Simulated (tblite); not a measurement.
A tight-binding relaxation on `FC(F)(F)SB1OBOBO1`.

Computed with GFN2-xTB geometry optimisation, gas phase (tblite 0.8.0). Start geometry: from a force field or distance geometry. The input is one job of a driver script: a line of settings, then coordinates in Å.

Command:
```bash
OMP_NUM_THREADS=1 python probes_run.py task.json out
```

Input:
```
{"job": {"kind": "relax", "xc": "GFN2-xTB", "basis": "xTB"}, "charge": 0, "multiplicity": 1}
F     -1.842200    -0.276600     1.095200
C     -2.666800    -0.309200    -0.043800
F     -3.693500     0.564400     0.090800
F     -3.033500    -1.579500    -0.388000
S     -1.618500     0.290100    -1.389600
B      0.171000     0.169700    -0.874300
O      0.904100    -1.079600    -1.122400
B      2.120400    -1.044800    -0.280600
O      2.901800     0.188700    -0.376400
B      2.005000     1.297500     0.010800
O      0.610200     0.942300     0.298800
H      1.981500    -1.481000     0.821000
H      2.156100     2.318500    -0.581900
```

Task: What does the run print?

Result: 
```
step      E/eV     max force
  0    -997.48698    4.202
  1    -998.68059    2.673
  2    -999.43552    2.922
  3    -999.68575    1.252
  4    -999.80998    0.985
  5    -999.95788    1.006
  6   -1000.05839    1.096
  7   -1000.23247    1.168
  8   -1000.40167    1.233
  9   -1000.60901    1.055
... (90 lines left out)
100   -1001.49638    0.058
101   -1001.49677    0.052
102   -1001.49701    0.033
103   -1001.49712    0.033
104   -1001.49718    0.018
105   -1001.49722    0.015
106   -1001.49724    0.015
107   -1001.49727    0.016
108   -1001.49732    0.015
109   -1001.49735    0.009
```

«max force» is the largest atomic force in eV/Å.

Task: From which step on does the largest force stay under 0.1 eV/Å, and how much energy is left to gain from there?

Result: From step 78 (0.099 eV/Å), 9.7 meV above the end.

Main results: energy lowered by 92.5 kcal/mol over 109 steps; largest atomic force 0.009 eV/Å at the end.

Time: 0.83 s. Hardware: one thread, Arm Neoverse V1 (aarch64), shared host with 32 logical CPUs at a one-minute load of 25.
Labels such as C1 count atoms from 1, the log's own numbers from 0.
